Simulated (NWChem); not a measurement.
Molecule: NaOH; SMILES [OH][Na]

Program: NWChem. Structure relaxed at the PBE0/def2-SVP level.

Diagonal of the polarisability tensor at PBE0/Sadlej pVTZ, static: 22.36, 20.37, 22.38 bohr³.

Task: Find the mean polarisability volume, the molar refraction, and the refractive index that an ideal gas of it would have at 273.15 K and 1 atm.

Result: 
1. Mean: one third of the trace = 21.70 bohr³ × 0.14818 Å³/bohr³ = 3.22 Å³.
2. Molar refraction (Lorentz-Lorenz): (4π/3) N_A α = 8.1 cm³/mol.
3. Number density p/kT = 2.687 × 10⁻⁵ Å⁻³; n − 1 = 2π N α = 5.43 × 10⁻⁴.
4. These hold the electronic response alone: vibrational and orientational terms add to the static dielectric constant.
